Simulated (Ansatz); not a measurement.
Relaxation of CH₁₁NOSi₃ (17 atoms, charge 0, multiplicity 1), to a largest force component of 0.02 eV/Å in at most 40 steps.

These are results of RKS PBE0/6-31G (Ansatz), not measurements.

```xyz
17
Properties=species:S:1:pos:R:3:forces:R:3
Si 0.000 0.000 0.000 0.65 -2.06 -1.48
O 0.000 0.000 1.680 0.48 -0.16 0.27
Si -1.315 -0.407 2.644 -0.17 -0.01 1.05
H -2.239 -1.240 1.880 -0.65 -0.51 -0.40
H -0.851 -1.143 3.816 0.22 -0.39 0.61
H -1.999 0.809 3.073 -0.47 0.67 0.25
C 1.763 0.000 -0.623 0.74 -0.11 -0.21
H 2.111 -1.046 -0.751 -0.04 0.54 0.08
H 1.812 0.528 -1.598 0.18 -0.28 0.43
H 2.415 0.519 0.111 -0.22 -0.22 -0.42
Si -1.046 1.812 -0.739 -0.61 0.84 -0.19
H -2.430 1.478 -1.061 -0.84 -0.03 -0.22
H -1.022 2.844 0.293 -0.04 0.75 0.50
H -0.374 2.307 -1.937 0.32 0.37 -0.75
N -0.857 -1.485 -0.606 -0.25 -0.55 0.08
H -1.392 -2.101 0.070 0.97 0.96 -1.82
H -0.822 -1.734 -1.636 -0.27 0.18 2.21
```

Problem. Where does it end, and by what steps?

Solution. It converged. The force dipped under the threshold on the way, but the program's further checks kept it going. Limits of this set-up: no polarisation functions. After 26 steps the energy has fallen by 1.023 eV; H16 moved furthest, 1.77 Å.

```
step  energy less start (eV)  largest force component (eV/Å)  accepted
   0                  0.0000                           2.213       yes
   1                 -0.6225                           0.841       yes
   2                 -0.7188                           0.322       yes
   3                 -0.7545                           0.443       yes
   4                 -0.7837                           0.732       yes
   5                 -0.8545                           0.359       yes
   6                 -0.9024                           0.224       yes
   7                 -0.9420                           0.263       yes
   8                 -0.9592                           0.793       yes
   9                 -1.0040                           0.120       yes
  10                 -0.9724                           0.780        no
  11                 -1.0136                           0.061       yes
  12                 -1.0188                           0.051       yes
  13                 -1.0192                           0.054       yes
  14                 -1.0195                           0.115       yes
  15                 -1.0200                           0.120       yes
  16                 -0.9968                           0.347        no
  17                 -1.0216                           0.019       yes
  18                 -1.0218                           0.029       yes
  19                 -1.0221                           0.028       yes
  20                 -1.0222                           0.026       yes
  21                 -1.0223                           0.023       yes
  22                 -1.0224                           0.014       yes
  23                 -1.0225                           0.023       yes
  24                 -1.0226                           0.022       yes
  25                 -1.0226                           0.013       yes
  26                 -1.0227                           0.013       yes
```

```xyz
17
Properties=species:S:1:pos:R:3
Si -0.153 -0.036 -0.196
O -0.495 -0.162 1.466
Si -1.202 -0.542 2.953
H -2.133 -1.721 2.821
H -0.130 -0.882 3.953
H -1.989 0.634 3.467
C 1.732 -0.108 -0.371
H 2.101 -1.091 -0.058
H 2.030 0.065 -1.409
H 2.203 0.646 0.266
Si -1.147 1.970 -0.944
H -2.647 1.831 -0.994
H -0.818 3.123 -0.036
H -0.676 2.319 -2.332
N -0.822 -1.343 -1.164
H -1.774 -1.355 -1.493
H -0.326 -2.208 -1.312
```

Whether the end is a true minimum wasn't checked by a vibrational analysis.

Time of the run: 4.2 min on 1 thread of Arm Neoverse V1 (shared host), peak memory 0.24 GiB.
